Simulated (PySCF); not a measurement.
C₂H₅O₂, SMILES C(=[OH+])OC, charge +1. Coordinates come from a PBE-D3(BJ)/def2-SVP optimisation. The isomer is the one that the SMILES or the coordinates give; other isomers of the formula were not compared. Other conformers were not sampled.

Computed with PBE-D3(BJ)/def2-SVP (PySCF 2.14.0).

Harmonic wavenumbers (cm⁻¹): 87, 244, 334, 679, 681, 837, 1007, 1085, 1109, 1151, 1342, 1359, 1392, 1394, 1421, 1658, 2987, 3107, 3134, 3152, 3557. Rotational constants (GHz): 19.21, 6.159, 4.817; symmetry number 1.

Question: Work out the zero-point energy and the ideal-gas rigid-rotor harmonic-oscillator thermochemistry at 298.15 K and 1 atm.

Answer: ZPE = ½ Σ hcν = ½ × 31715 cm⁻¹ = 189.70 kJ/mol. H − E(el) = 205.12 kJ/mol. Entropy in J/(mol K): translation 160.03, rotation 99.78, vibration 33.31, total 293.12. G − E(el) = 117.72 kJ/mol. Cp = 72.80 J/(mol K). Modes under 150 cm⁻¹ make the vibrational entropy uncertain.
